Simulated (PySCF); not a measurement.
Working out the ionisation energy of N²⁺

N²⁺ [He] 2s2 2p1 (2P) → N³⁺ [He] 2s2 (1S). All numbers are calculated (PySCF 2.14, the spin-free X2C one-electron Hamiltonian (Gaussian nucleus), in jorge-DZP-DKH). Frozen: 1s2. Energies in hartree (1 hartree = 27.21139 eV):

```
            part  N²⁺ (lower)  N³⁺ (upper)
             UHF   -52.837442   -51.103132
CCSD correlation    -0.075464    -0.083893
             (T)    -0.000530     0.000000
```

Problem. What does Hartree-Fock give?

Solution. (-51.103132) − (-52.837442) = 1.734310 hartree = 47.193 eV.

Problem. What do CCSD and CCSD(T) give?

Solution. The CCSD correlation energies differ by -0.008429 hartree = -0.229 eV and the triples by 0.000530 hartree = 0.014 eV, so CCSD gives 46.964 eV and CCSD(T) 46.978 eV.

Reference: 47.445 eV (semi-empirical (NIST evaluation); NIST Atomic Spectra Database, ionization energies), between the lowest levels; spin-orbit coupling is absent from the calculation.

A double-zeta basis recovers only part of the correlation energy.

The coupled-cluster amplitudes are large, so a single reference is strained.

What remains against the reference includes basis incompleteness, the frozen core and higher excitations.
